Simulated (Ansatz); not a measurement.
Species: MgCl₂, charge 0, multiplicity 1. SMILES: [Mg]([Cl])[Cl]
Geometry: optimised at B3LYP-D3(BJ)/def2-TZVP (Ansatz, a first-principles code).

Parts of the frozen-core correlation energy in STO-3G (Ansatz, hartree). Frozen orbitals: 15; correlated occupied orbitals by spin: 8 and 8; virtual: 4 and 4. No spin-orbit coupling. Non-relativistic.

| term | value |
|---|---|
| reference (HF) | -1106.50257 |
| MP2 opposite-spin | -0.01235 |
| MP2 same-spin | -0.00231 |
| CCSD correlation | -0.01804 |
| (T) | -0.00068 |
| FCI minus CCSD(T) | -0.00007 |
| T1 diagnostic | 0.008 |
| largest doubles amplitude | 0.048 |
